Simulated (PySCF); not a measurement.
Ge(H)2(Br)(Et), C2H7BrGe, SMILES [Br][GeH2][CH2]C, singlet, CAM-B3LYP/def2-SVP optimised geometry.

```
11

Ge    -0.31    -1.47     0.00
Br     2.02    -1.47     0.00
C     -0.92     0.38     0.00
C     -0.46     1.19    -1.21
H     -0.74    -2.23    -1.27
H     -0.75    -2.23     1.26
H     -2.02     0.35     0.06
H     -0.56     0.84     0.94
H     -0.81     2.23    -1.15
H     -0.84     0.77    -2.15
H      0.64     1.21    -1.28
```

Density from CAM-B3LYP/def2-TZVP run with PySCF at that geometry.

Minimum of the electron density along straight lines between bonded atoms, close to the bond critical point (lines longer than 1.1 times the sum of covalent radii, or with two minima, are not listed):

| bond | length / Å | ρ at the minimum / e bohr⁻³ | ∇²ρ there / e bohr⁻⁵ | position (fraction from the first atom) |
|---|---|---|---|---|
| Ge1–Br2 | 2.327 | 0.089 | 0.06 | 0.43 |
| Ge1–C3 | 1.951 | 0.132 | 0.06 | 0.47 |
| C3–C4 | 1.526 | 0.244 | -0.60 | 0.51 |
| Ge1–H5 | 1.536 | 0.136 | 0.05 | 0.59 |
| Ge1–H6 | 1.534 | 0.136 | 0.04 | 0.59 |
| C3–H7 | 1.103 | 0.270 | -0.89 | 0.64 |
| C3–H8 | 1.101 | 0.272 | -0.91 | 0.64 |
| C4–H9 | 1.101 | 0.273 | -0.92 | 0.64 |
| C4–H10 | 1.101 | 0.273 | -0.92 | 0.64 |
| C4–H11 | 1.100 | 0.275 | -0.93 | 0.64 |
